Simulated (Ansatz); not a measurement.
Isolated molecules relaxed with PBE0-D4/def2-TZVP in Ansatz; ΔE leaves out vibrations. CCSD(T)/CBS adds triple-zeta CCSD(T) − MP2 to the extrapolated MP2 energy (def2 sets, frozen cores). This one scheme is used for every species. DFT in def2-TZVPP. B3LYP here is the variant with VWN-RPA as its local correlation; programs differ in this. For As, Se outer-core shells are correlated without core-valence functions, which leaves a few kJ/mol of doubt a bond. Scalar relativity is left out up to krypton. One conformer a species, not always the lowest.

Reaction (ligand exchange at the Se–C bond): `C[Se]CO` + `[AsH3]` → `C[Se][AsH2]` + CH₃OH

```tsv
level	ΔE (eV)
PBE-D4	-0.57
r2SCAN-D4	-0.57
ωB97M-V	-0.57
r2SCAN	-0.57
B3LYP	-0.63
CCSD(T)/def2-TZVPP	-0.54
HF/def2-QZVPP	-0.71
MP2/CBS(def2)	-0.62
```

(1) What does CCSD(T)/CBS give? (Best estimate.)

Largest T1 diagnostic among the species: 0.011.

Results:

(1) Computed: -0.59 eV. The listed levels differ from it by 0.02, 0.02, 0.02, 0.02, -0.04, 0.05, -0.12, -0.03 eV.

From PBE to PBE0 (25 % exact exchange), in def2-TZVPP and without D4, ΔE moves by −0.04 eV. In def2-TZVPP, CCSD(T) changes the Hartree–Fock value by +0.16 eV (the triples alone add +0.02 eV) and MP2 by +0.13 eV.
